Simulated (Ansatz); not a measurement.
Ansatz (a program for electronic structure) input (B3LYP-D3(BJ)/def2-TZVP):

Ansatz 0.2 input:
```yaml
crystal:
  periodic: [false, false, false]
  atoms:
    - {symbol: Ga, position_ang: [0.20804286, 0.53205288, 0.34217064]}
    - {symbol: Br, position_ang: [2.18592315, -0.50624141, -0.80218520]}
    - {symbol: Br, position_ang: [-0.83058503, -1.19150848, 1.84260651]}
    - {symbol: Br, position_ang: [-1.47490299, 1.17331336, -1.40665072]}
basis:
  gaussian:
    orbitals: def2-TZVP
hamiltonian:
  xc: b3lyp
  dispersion: d3bj
total_charge: -1
magnetization: {spin_polarized: true, initial_magnetization: 1}
relax: {f_tol: 0.002, max_steps: 150}
```

End of the output:

```
mean field evaluation 2: about -262525.2221 eV, gradient 2.9e1 eV
mean field evaluation 4: about -262527.3833 eV, gradient 5.1e-1 eV
mean field evaluation 8: about -262527.4104 eV, gradient 3.7e-2 eV
mean field evaluation 16: about -262527.4104 eV, gradient 1.9e-5 eV
mean field -262527.41036908 eV, -9647.7043835938 hartree, gradient 1.9e-5 eV, S^2 0.752646; 0 other end points of the search recorded, 0 dependent functions left out
the calculation of the forces begins
reference -262527.41060597 eV, -9647.7043922994 hartree; 69, 68 occupied and 123, 124 virtual orbitals, 1366 factors
relax step   1: F+E_penalty+E_count = -262527.69454038 eV  Δ(F+E_penalty+E_count) = +0.000e0 eV  max|allowed force component| = 3.124e-1 eV/Å  Δτ_max = 0.0000 Å  (29 SCF iters, accepted)
these checks for a lower state are left out or cut short: starts, cluster_reference, orbital_swaps, neighbouring_geometries, increment
integrals: 0.23 GiB planned
1366 factors; integrals over basis functions are off by at most 1.7e-4 eV
mean field: 3.02 GiB planned
mean field -262527.42816775 eV, -9647.7050376826 hartree, gradient 1.8e-5 eV, S^2 0.752358; 0 other end points of the search recorded, 0 dependent functions left out
the calculation of the forces begins
reference -262527.42840382 eV, -9647.7050463583 hartree; 69, 68 occupied and 123, 124 virtual orbitals, 1366 factors
relax step   2: F+E_penalty+E_count = -262527.71801859 eV  Δ(F+E_penalty+E_count) = -2.348e-2 eV  max|allowed force component| = 2.478e-2 eV/Å  Δτ_max = 0.0365 Å  (34 SCF iters, accepted)
these checks for a lower state are left out or cut short: starts, cluster_reference, orbital_swaps, neighbouring_geometries, increment
integrals: 0.23 GiB planned
1366 factors; integrals over basis functions are off by at most 1.8e-4 eV
mean field: 3.02 GiB planned
mean field -262527.42708838 eV, -9647.7049980168 hartree, gradient 1.1e-5 eV, S^2 0.752326; 0 other end points of the search recorded, 0 dependent functions left out
the calculation of the forces begins
reference -262527.42732441 eV, -9647.7050066905 hartree; 69, 68 occupied and 123, 124 virtual orbitals, 1366 factors
relax step   3: F+E_penalty+E_count = -262527.71846817 eV  Δ(F+E_penalty+E_count) = -4.496e-4 eV  max|allowed force component| = 6.090e-3 eV/Å  Δτ_max = 0.0091 Å  (35 SCF iters, accepted)
these checks for a lower state are left out or cut short: starts, cluster_reference, orbital_swaps, neighbouring_geometries, increment
integrals: 0.23 GiB planned
1366 factors; integrals over basis functions are off by at most 1.8e-4 eV
mean field: 3.02 GiB planned
mean field evaluation 32: about -262527.3982 eV, gradient 1.7e-1 eV
mean field -262527.42689969 eV, -9647.7049910826 hartree, gradient 7.2e-5 eV, S^2 0.752324; 0 other end points of the search recorded, 0 dependent functions left out
the calculation of the forces begins
reference -262527.42713572 eV, -9647.7049997563 hartree; 69, 68 occupied and 123, 124 virtual orbitals, 1366 factors
relax step   4: F+E_penalty+E_count = -262527.71847990 eV  Δ(F+E_penalty+E_count) = -1.173e-5 eV  max|allowed force component| = 2.446e-4 eV/Å  Δτ_max = 0.0022 Å  (23 SCF iters, accepted)
integrals: 0.23 GiB planned
1366 factors; integrals over basis functions are off by at most 1.8e-4 eV
mean field: 3.02 GiB planned
mean field -262527.42689969 eV, -9647.7049910826 hartree, gradient 7.2e-5 eV, S^2 0.752324; 1 other end points of the search recorded, 0 dependent functions left out
the calculation of the forces begins
reference -262527.42713572 eV, -9647.7049997563 hartree; 69, 68 occupied and 123, 124 virtual orbitals, 1366 factors
Total energy: -262527.71871592 eV, -9647.7157151311 hartree
Atom 0 at     0.200539     0.511568     0.329493 Å, force    -0.000077    -0.000245    -0.000166 eV/Å
Atom 1 at     2.150544    -0.493343    -0.787288 Å, force    -0.000060     0.000096     0.000083 eV/Å
Atom 2 at    -0.815210    -1.168027     1.815054 Å, force     0.000057     0.000118    -0.000020 eV/Å
Atom 3 at    -1.447395     1.157418    -1.381317 Å, force     0.000080     0.000030     0.000102 eV/Å
Dipole moment:     0.057787     0.165024     0.108631 e Å
```
